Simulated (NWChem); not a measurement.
# GaAsH2F2; SMILES [F][Ga]([F])[AsH2]

```xyz
6

Ga    -0.0179     0.7972    -0.0093
As    -0.0344    -1.6105     0.0503
H      1.0038    -1.6082    -1.0889
H     -1.2047    -1.5908    -0.9523
F     -1.4703     1.7994     0.1044
F      1.4555     1.7729    -0.0700
```
Atoms are numbered in this order, from 1.

Level: PBE-D3(BJ)/def2-SVP (NWChem), optimised geometry, unscaled harmonic frequencies. 

Task: List the harmonic frequencies with IR intensities, and the thermochemistry.

Result: 
| frequency (cm⁻¹) | IR intensity (km/mol) |
|---|---|
| 72 | 3.1 |
| 98 | 2.1 |
| 137 | 17.6 |
| 178 | 22.0 |
| 259 | 10.8 |
| 549 | 4.8 |
| 593 | 0.6 |
| 663 | 77.2 |
| 695 | 62.1 |
| 956 | 14.1 |
| 2126 | 42.8 |
| 2145 | 53.7 |

| Item | Result |
|---|---|
| zero-point energy | 12.1 kcal/mol |
| thermal correction to the enthalpy at 298.15 K (with zero-point energy) | 16.9 kcal/mol |
| heat capacity Cv | 19.8 cal/(mol K) |
| entropy at 298.15 K and 1 atm (symmetry number 1) | 85.7 cal/(mol K) |
| dipole moment | 3.13 D |

Rigid rotor and harmonic oscillator; modes under 100 cm⁻¹ make the entropy uncertain.
